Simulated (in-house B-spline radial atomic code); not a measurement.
**BLYP excitations of the argon ion Ar⁶⁺**

Method: BLYP. Computed with a B-spline radial code for spherical atoms: linear response of the closed shell [Ne] 3s2 with the functional's adiabatic kernel; scalar-relativistic (spin-free one-electron X2C), finite nucleus, no spin-orbit coupling, no double excitations, S, P, D and F terms only.

Command:
```bash
python run_td.py task.json out
```
Settings (radii: box in bohr, nucleus in fm):
```
Z                        18
electrons                12
configuration            [Ne] 3s2
hamiltonian              x2c
method                   b88,lyp
box_radius               14.35
rms_radius               3.4274
intervals                71
```

Run time, properties included: 0.2 s on 1 thread of Intel(R) Xeon(R) 6975P-C (Granite Rapids) (shared host).

The lowest states, in the order of their Tamm-Dancoff energies; the method's threshold (minus the highest occupied level) is 116.08 eV. Labels give the largest channel, * marks a mixed state, and oscillator strengths are full-response dipole values. Semilocal kernels can invert the small singlet-triplet splittings of Rydberg terms. Energies in eV:

| state | full response | Tamm-Dancoff | oscillator strength |
| --- | --- | --- | --- |
| 3s → 3p 3P | 13.309 | 13.692 | - |
| 3s → 3p 1P | 21.405 | 22.204 | 1.16 |
| 3s → 3d 3D | 37.27 | 37.44 | - |
| 3s → 3d 1D | 41.06 | 41.07 | - |
| 3s → 4s 3S | 62.33 | 62.34 | - |
| 3s → 4s 1S | 64.31 | 64.36 | - |
| 3s → 4p 3P | 68.29 | 68.30 | - |
| 3s → 4p 1P | 69.25 | 69.28 | 0.192 |
| 3s → 4d 3D | ? | ? | - |
| 3s → 4d 1D | 77.15 | 77.15 | - |
| 3s → 4f 3F | 79.00 | 79.04 | - |
| 3s → 4f 1F | 80.02 | 80.03 | - |
| 3s → 5s 3S | 86.30 | 86.31 | - |
| 3s → 5s 1S | 86.92 | 86.93 | - |
| 3s → 5p 3P | ? | ? | - |
| 3s → 5p 1P | 89.23 | 89.24 | 0.0686 |
| 3s → 5d 3D | 92.57 | 92.57 | - |
| 3s → 5d 1D | 92.79 | 92.79 | - |

(1) Where does 3s → 5p 3P lie?

(2) Where does 3s → 4d 3D lie?

(3) How large is the singlet-triplet splitting of 3s → 3p (P terms) in Tamm-Dancoff?

(4) What polarisabilities and dispersion coefficient does the method give?

Results:

(1) At 88.91 eV in full response, 88.91 eV in Tamm-Dancoff.

(2) At 76.58 eV in full response, 76.59 eV in Tamm-Dancoff.

(3) 8.51 eV, from the unrounded values.

(4) Dipole 1.968 bohr³, quadrupole 1.752 bohr⁵, C6 2.46 hartree·bohr⁶ for two such species.
